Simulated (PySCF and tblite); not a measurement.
The numbers below are computed, except where a source is named.
2 diastereomers of C7H13ClO, numbered alike:

```
isomer                                                            SMILES  descriptors (one enantiomer)
     A   [CH3:1][C@H:2]1[CH2:3][CH2:4][O:5][CH2:6][CH2:7][C@@H:8]1[Cl:9]                        2S, 8S
     B  [CH3:1][C@@H:2]1[CH2:3][CH2:4][O:5][CH2:6][CH2:7][C@@H:8]1[Cl:9]                        2R, 8S
```

Each isomer is a Boltzmann average at 298.15 K over at most 5 conformers: GFN2-xTB geometries, energies PBE0/pcSseg-1 (D3(BJ) added where defined), GIAO shieldings PBE0/pcSseg-1, GFN2-xTB thermal terms. Programs: PySCF with density fitting and tblite.

Task: What shifts does each isomer give (ppm; of two unlike H on one atom, a is the less shielded)?

Result: 
A: ¹H (against TMS): 4.03 (H4a, 1H), 3.90 (H6a, 1H), 3.77 (H6b, 1H), 3.65 (H4b, 1H), 3.55 (H8, 1H), 2.20 (H7a, 1H), 2.18 (H7b, 1H), 1.75 (H2, 1H), 1.51 (H3a, 1H), 1.41 (H3b, 1H), 1.25 (H1, 3H). ¹³C (against TMS): 72.9 (C4), 71.8 (C8), 68.8 (C6), 46.3 (C2), 45.8 (C7), 40.1 (C3), 24.6 (C1).

B: ¹H (against TMS): 4.12 (H8, 1H), 3.89 (H4a, 1H), 3.82 (H4b, 1H), 3.78 (H6a, 1H), 3.77 (H6b, 1H), 2.54 (H3a, 1H), 2.09 (H2, 1H), 2.03 (H7a, 1H), 1.92 (H7b, 1H), 1.21 (H1, 3H), 1.07 (H3b, 1H). ¹³C (against TMS): 72.2 (C8), 70.5 (C4), 65.3 (C6), 44.9 (C7), 39.1 (C2), 33.0 (C3), 22.7 (C1).

Task: Which carbons tell the isomers apart best?

Result: C2: 46.3 in A, 39.1 in B; C3: 40.1 in A, 33.0 in B; C6: 68.8 in A, 65.3 in B ppm.

The conformer set may be incomplete (the search or the number kept was capped). Shifts are unscaled: against experiment ¹³C can be off by 15 ppm or more and ¹H by 0.8 ppm. The cap on conformers cut off some of the population, so the set may be incomplete.
